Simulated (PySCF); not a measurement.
C3H9NSi, SMILES [SiH3][C@H]1CCN1.

Geometry: PBE0-D3(BJ)/def2-SVP. The structure was generated by enumeration; whether it is a known compound was not checked.

All values below come from PySCF with TDA-CAM-B3LYP/def2-SVPD.

Vertical excitations. 

Q: Give excitation energies, oscillator strengths and character. (The exact figures need the calculation; the answer reports its results.)

A: 
```tsv
state	energy (eV)	λ (nm)	f	main pairs
S1	5.93	209	0.005	HOMO→LUMO 67 %, HOMO→LUMO+1 18 %
S2	6.56	189	0.009	HOMO→LUMO+2 31 %, HOMO→LUMO+1 28 %, HOMO→LUMO 26 %, HOMO→LUMO+3 5 %
S3	6.77	183	0.014	HOMO→LUMO+2 37 %, HOMO→LUMO+3 34 %, HOMO→LUMO+1 22 %
S4	7.19	172	0.015	HOMO→LUMO+4 64 %, HOMO→LUMO+5 12 %
S5	7.34	169	0.085	HOMO→LUMO+3 46 %, HOMO→LUMO+1 23 %, HOMO→LUMO+4 11 %
S6	7.42	167	0.010	HOMO→LUMO+5 76 %, HOMO→LUMO+4 14 %
S7	7.78	159	0.037	HOMO→LUMO+6 76 %
S8	8.17	152	0.021	HOMO−1→LUMO 70 %
S9	8.25	150	0.020	HOMO→LUMO+7 50 %, HOMO→LUMO+8 21 %, HOMO−1→LUMO 14 %
S10	8.47	146	0.010	HOMO−1→LUMO+2 40 %, HOMO−1→LUMO+1 26 %, HOMO→LUMO+8 11 %
T1	5.62	221	0	HOMO→LUMO 57 %, HOMO→LUMO+1 20 %, HOMO→LUMO+2 13 %
T2	6.30	197	0	HOMO→LUMO+2 32 %, HOMO→LUMO 31 %, HOMO→LUMO+1 12 %, HOMO→LUMO+3 6 %
T3	6.60	188	0	HOMO→LUMO+3 43 %, HOMO→LUMO+1 22 %, HOMO→LUMO+2 22 %
T4	6.92	179	0	HOMO→LUMO+4 54 %, HOMO→LUMO+2 14 %
```
Triplets are in the Tamm–Dancoff approximation.
